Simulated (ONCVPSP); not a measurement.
Reading a pseudo-wave (S)

Columns: radius, all-electron u(r) and pseudo u(r) of the 3s shell (level -39.37 eV) of sulfur in the configuration [Ne] 3s2 3p2; Wu-Cohen, scalar-relativistic, ONCV scheme, ONCVPSP 4.0.1.

| r (bohr) | all-electron | pseudo |
| --- | --- | --- |
| 0.062 | 0.2253 | 0.0222 |
| 0.125 | 0.0158 | 0.0462 |
| 0.188 | -0.2264 | 0.0728 |
| 0.250 | -0.3816 | 0.1026 |
| 0.312 | -0.4392 | 0.1367 |
| 0.375 | -0.4156 | 0.1759 |
| 0.438 | -0.3331 | 0.2191 |
| 0.500 | -0.2164 | 0.2649 |
| 0.562 | -0.0815 | 0.3129 |
| 0.625 | 0.0614 | 0.3633 |
| 0.688 | 0.2011 | 0.4151 |
| 0.750 | 0.3296 | 0.4682 |
| 0.812 | 0.4459 | 0.5242 |
| 0.875 | 0.5497 | 0.5850 |
| 0.938 | 0.6382 | 0.6489 |
| 1.000 | 0.7106 | 0.7119 |
| 1.062 | 0.7690 | 0.7691 |
| 1.125 | 0.8148 | 0.8148 |
| 1.188 | 0.8479 | 0.8479 |
| 1.250 | 0.8694 | 0.8694 |
| 1.312 | 0.8810 | 0.8810 |
| 1.375 | 0.8840 | 0.8840 |
| 1.438 | 0.8792 | 0.8792 |
| 1.500 | 0.8682 | 0.8682 |
| 1.562 | 0.8518 | 0.8518 |
| 1.625 | 0.8307 | 0.8307 |

**Question.** How many radial nodes do the two functions have?

**Answer.** The all-electron 3s function has n − l − 1 = 2; the pseudo-wave has 0, since the states of the same l below it are removed with the core.

**Question.** At about which radius was the pseudo-wave matched?

**Answer.** 1.05 bohr, where the columns begin to agree (steps of 0.06 bohr).

**Question.** Is the pseudo-wave norm-conserving?

**Answer.** Yes: the ONCV scheme keeps the norm inside the radius equal to the all-electron one, which fixes the energy derivative of the logarithmic derivative at the level.
